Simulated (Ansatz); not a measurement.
C2H6 (SMILES CC), charge 0, multiplicity 1, relaxed at each level with Ansatz (a first-principles code); harmonic frequencies from differences of analytic forces, average atomic masses, frozen cores.

| level | C1–C2 (Å) | C1–H3 (Å) | C1–H4 (Å) | C1–H5 (Å) | C2–H6 (Å) | C2–H7 (Å) | C2–C1–H3 (°) | C2–C1–H4 (°) | C2–C1–H5 (°) | dipole (D) |
|---|---|---|---|---|---|---|---|---|---|---|
| HF/def2-TZVPP | 1.5243 | 1.0840 | 1.0840 | 1.0840 | 1.0840 | 1.0840 | 111.2 | 111.2 | 111.2 | 0.00 |
| PBE/def2-TZVPP | 1.5280 | 1.0992 | 1.0992 | 1.0992 | 1.0992 | 1.0992 | 111.5 | 111.5 | 111.5 | 0.00 |
| r2SCAN/def2-TZVPP | 1.5233 | 1.0919 | 1.0919 | 1.0919 | 1.0919 | 1.0919 | 111.4 | 111.4 | 111.4 | 0.00 |
| B3LYP/def2-TZVPP | 1.5268 | 1.0912 | 1.0912 | 1.0912 | 1.0912 | 1.0912 | 111.4 | 111.4 | 111.4 | 0.00 |
| PBE0/def2-TZVPP | 1.5189 | 1.0919 | 1.0919 | 1.0919 | 1.0919 | 1.0919 | 111.4 | 111.4 | 111.4 | 0.00 |
| wB97X-V/def2-TZVPP | 1.5266 | 1.0931 | 1.0931 | 1.0931 | 1.0931 | 1.0931 | 111.3 | 111.3 | 111.3 | 0.00 |
| CCSD(T)/cc-pVDZ | 1.5358 | 1.1066 | 1.1066 | 1.1066 | 1.1066 | 1.1066 | 111.2 | 111.2 | 111.2 | 0.00 |

Measured: bond lengths of mixed type (r0, rs, rg or re) CC 1.536, CH 1.091 Å [NIST CCCBDB].
